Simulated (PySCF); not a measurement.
CH5BFNO, SMILES NB(O)CF.

The structure is a stationary point at PBE0-D3(BJ)/def2-SVP. The structure was generated by enumeration, and PubChem lists no compound with its InChIKey, so it may never have been made. One conformer was computed; it need not be the lowest.

Two levels are set side by side: TDDFT-PBE/def2-SVPD (PySCF) and TDDFT-PBE0/def2-SVPD (PySCF). Vertical, same geometry. The lowest singlet is HOMO→LUMO 100 % with PBE and HOMO→LUMO 98 % with the other functional; states are paired by order. Differences are taken from unrounded values.

```tsv
quantity	TDDFT-PBE0
lowest singlet excitation (eV)	6.75
lowest triplet excitation (TDA) (eV)	6.53
first bright state (f over 0.05) (eV)	8.64
its oscillator strength	0.22
```

Q: What does TDDFT-PBE give, and how far is it from TDDFT-PBE0? (The exact figures need the calculation; the answer reports its results.)

A: 
| quantity | TDDFT-PBE | TDDFT-PBE minus TDDFT-PBE0 |
|---|---|---|
| lowest singlet excitation (eV) | 5.99 | -0.75 |
| lowest triplet excitation (TDA) (eV) | 5.84 | -0.69 |
| first bright state (f over 0.05) (eV) | 7.94 | -0.70 |
| its oscillator strength | 0.13 | -0.09 |

Functionals without exact exchange tend to place singlet excitations lower, as here. Differences between two approximate levels are no errors against the true value.

Rough cost on one machine, each run with all the roots and properties that it gave: TDDFT-PBE0 against TDDFT-PBE about 2 times.
